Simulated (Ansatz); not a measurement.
Ansatz (a program for electronic structure) input:

Ansatz 0.2 input:
```yaml
crystal:
  periodic: [false, false, false]
  atoms:
    - {symbol: O, position_ang: [0.49659719, 1.51282395, -0.06000283]}
    - {symbol: Si, position_ang: [-0.15996403, 0.05746548, 0.29125159]}
    - {symbol: O, position_ang: [0.93017641, -1.17239754, 0.38478079]}
    - {symbol: O, position_ang: [-1.18599245, -0.37385307, -0.91014877]}
    - {symbol: H, position_ang: [0.81725238, 1.66280328, -0.95372339]}
    - {symbol: H, position_ang: [-0.82914538, 0.25975919, 1.58407134]}
    - {symbol: H, position_ang: [1.58970912, -1.14894373, 1.08230754]}
    - {symbol: H, position_ang: [-1.26456885, -1.31072233, -1.10721138]}
basis:
  gaussian:
    orbitals: cc-pVTZ-DK
magnetization: {spin_polarized: false}
correlation: {method: ccsd_t, electrons: outside_noble_gas}
```

Q: Predict the final energy.

A: -517.76871 Eh (X2C-CCSD(T)/cc-pVTZ-DK). The basis has 180 functions.
